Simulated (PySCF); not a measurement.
Nb(S)(OH)(NH2)2 (H₅N₂NbOS), SMILES [NH2][Nb]([NH2])([OH])=[S], multiplicity 1. Coordinates come from a B3LYP-D3(BJ)/def2-SVP optimisation. The multiplicity is an assumed one; no other spin state was optimised. The structure was generated by enumeration; whether it is a known compound was not checked. The def2 effective core potentials stand for the cores of Nb; spin–orbit coupling is left out. One conformer was computed; it need not be the lowest.

Problem. Give the equilibrium geometry at B3LYP-D3(BJ)/def2-SVP (PySCF confirms it by a frequency run) as bond lengths and angles, and its point group. (An estimate is asked for; the answer gives what the named calculation found.)

Solution. Several could match; the one computed here: point group Cs.
Atoms: Nb1 S2 O3 H4 N5 H6 H7 N8 H9 H10. Bonds (Å): Nb1–S2 2.163, Nb1–O3 1.905, Nb1–N5 1.977, Nb1–N8 1.977, O3–H4 0.964, N5–H6 1.018, N5–H7 1.020, N8–H9 1.018, N8–H10 1.020. Angles (°): S2–Nb1–O3 115.2, S2–Nb1–N5 108.0, S2–Nb1–N8 108.0, O3–Nb1–N5 107.3, O3–Nb1–N8 107.3, N5–Nb1–N8 110.9, Nb1–O3–H4 135.1, Nb1–N5–H6 126.3, Nb1–N5–H7 123.7, H6–N5–H7 109.9, Nb1–N8–H9 126.3, Nb1–N8–H10 123.7, H9–N8–H10 109.9.
Charge 0, spin multiplicity 1.
